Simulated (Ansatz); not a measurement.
Cost and result for the atomization energy of C₂H₇BSi, SMILES `CC1B[SiH2]1` (11 atoms, 11 bonds).

```xyz
11

C     1.372    0.064   -0.782
C     0.105   -0.432   -0.136
B    -0.152   -0.524    1.322
Si   -1.714    0.267    0.597
H     1.961   -0.779   -1.157
H     1.164    0.718   -1.633
H     1.991    0.615   -0.073
H    -0.543   -0.956   -0.848
H     0.559   -0.315    2.251
H    -2.655   -0.349   -0.366
H    -2.088    1.690    0.825
```

Charge 0, multiplicity 1. Geometry: relaxed with PBE0-D4/def2-TZVP. Program: Ansatz. All runs use 2 threads of an Arm Neoverse V1 on a shared host. Times are those of one run each, without the atoms' runs, and a repeat can differ threefold. Electronic energies, without spin–orbit coupling; frozen cores. CCSD(T)/CBS adds CCSD(T) − MP2 in def2-TZVPP to the MP2 limit, and its time is that of the two runs behind it. T1 = 0.013. HSE06 is the plane-wave form, built on full-range PBE exchange.

CCSD(T)/CBS is a level of theory with its own doubt, some kJ/mol a heavy atom from the limit and from the frozen cores, so smaller differences don't rank the functionals.

| level | functions | wall time |
| --- | --- | --- |
| LDA (SPW92)/def2-TZVPP | 233 | 2 s |
| BLYP-D4/def2-TZVPP | 233 | 3.8 s |
| CCSD(T)/def2-SVP | 95 | 4.6 s |
| HSE06-D4/def2-TZVPP | 233 | 4.9 s |
| CAM-B3LYP-D4/def2-TZVPP | 233 | 5.5 s |
| r2SCANh-D4/def2-TZVPP | 233 | 8 s |
| PBE-QIDH/def2-TZVPP | 233 | 8.5 s |
| B2PLYP/def2-TZVPP | 233 | 9 s |
| ωB97X-V/def2-TZVPP | 233 | 13 s |
| B97M-V/def2-TZVPP | 233 | 15 s |
| MP2/def2-QZVPP | 451 | 36 s |
| CCSD(T)/def2-TZVPP | 233 | 8.8 min |
| CCSD(T)/CBS(def2) | – | 9.4 min |

(1) What atomization energy does each give, and how far from CCSD(T)/CBS? (An estimate is asked.)

Results:

(1) Computed: 
| level | atomization (kcal/mol) | difference from CCSD(T)/CBS | per bond |
| --- | --- | --- | --- |
| LDA (SPW92)/def2-TZVPP | 1057.5 | 126.1 | 11.5 |
| BLYP-D4/def2-TZVPP | 929.8 | -1.6 | -0.1 |
| CCSD(T)/def2-SVP | 890.4 | -41.0 | -3.7 |
| HSE06-D4/def2-TZVPP | 940.7 | 9.3 | 0.8 |
| CAM-B3LYP-D4/def2-TZVPP | 937.4 | 6.0 | 0.5 |
| r2SCANh-D4/def2-TZVPP | 936.9 | 5.5 | 0.5 |
| PBE-QIDH/def2-TZVPP | 932.7 | 1.3 | 0.1 |
| B2PLYP/def2-TZVPP | 925.1 | -6.3 | -0.6 |
| ωB97X-V/def2-TZVPP | 936.2 | 4.8 | 0.4 |
| B97M-V/def2-TZVPP | 942.4 | 11.0 | 1.0 |
| MP2/def2-QZVPP | 931.0 | -0.4 | 0.0 |
| CCSD(T)/def2-TZVPP | 910.8 | -20.6 | -1.9 |
| CCSD(T)/CBS(def2) | 931.4 | 0.0 | 0.0 |

From r2SCAN to r2SCAN0 (25 % exact exchange), in def2-TZVPP and without D4, the atomization energy moves by −9.3 kcal/mol: exact exchange takes away binding that semilocal exchange gives to molecules. In def2-TZVPP, CCSD(T) changes the Hartree–Fock value by +206.8 kcal/mol (the triples alone add +12.5 kcal/mol) and MP2 by +214.9 kcal/mol; breaking electron pairs costs correlation energy, which Hartree–Fock lacks. The D4 term adds +7.6 kcal/mol with B3LYP and +3.9 kcal/mol with PBE0; it sums over pairs of atoms, weighted by their polarisabilities, and B3LYP, whose exchange is more repulsive, gets the larger term.

B3LYP here is the variant with VWN-RPA as its local correlation; programs differ in this.
